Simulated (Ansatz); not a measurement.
Compare A (`BCN=C`) with its isomer B (`C=NBC`).

Isolated molecules relaxed with PBE0-D4/def2-TZVP in Ansatz; ΔE leaves out vibrations. CCSD(T)/CBS adds triple-zeta CCSD(T) − MP2 to the extrapolated MP2 energy (def2 sets, frozen cores). DFT in def2-TZVPP. B3LYP here is the variant with VWN-RPA as its local correlation; programs differ in this. Each species was taken in one conformer, which may not be the lowest.

A:

```xyz
10

B    -0.051   -1.190    1.209
C    -0.367   -0.477   -0.134
N    -0.413    0.959   -0.091
C     0.384    1.602   -0.821
H     0.100   -2.378    1.192
H     0.000   -0.596    2.243
H     0.255   -0.877   -0.956
H    -1.386   -0.854   -0.346
H     0.380    2.691   -0.788
H     1.098    1.121   -1.505
```

B:

```xyz
10

C    -1.674    1.245   -0.168
N    -0.827    0.348   -0.292
B     0.101   -0.636   -0.428
C     1.415   -0.673    0.437
H    -1.627    2.165   -0.760
H    -2.508    1.154    0.536
H    -0.140   -1.480   -1.249
H     1.465   -1.611    1.000
H     1.503    0.156    1.141
H     2.293   -0.667   -0.217
```

Task: Which is lower in electronic energy at CCSD(T)/CBS, and by how much? (Best estimate.)

Result: Computed: B, by 172.8 kJ/mol.

Task: Give E(B) − E(A) in kJ/mol with PBE-D4, B3LYP, r2SCAN-D4, CCSD(T)/def2-TZVPP, BLYP-D4, B2PLYP, B3LYP-D4. (Estimate.)

Result: Ansatz gave: PBE-D4 -187.1, B3LYP -183.3, r2SCAN-D4 -186.4, CCSD(T)/def2-TZVPP -171.4, BLYP-D4 -185.3, B2PLYP -178.9, B3LYP-D4 -182.0. None reverses the order clearly.

Task: Does the order hold for the free energy at 298.15 K (harmonic terms from PBE0-D4)? (Best estimate.)

Result: The calculation gave: Yes: G(B) − G(A) = -168.2 kJ/mol, for one conformer each.

Largest T1 diagnostic: 0.014.

From r2SCAN to r2SCAN0 (25 % exact exchange), in def2-TZVPP and without D4, E(B) − E(A) moves by +4.4 kJ/mol. In def2-TZVPP, CCSD(T) changes the Hartree–Fock value by −12.3 kJ/mol (the triples alone add −1.9 kJ/mol) and MP2 by −14.9 kJ/mol.
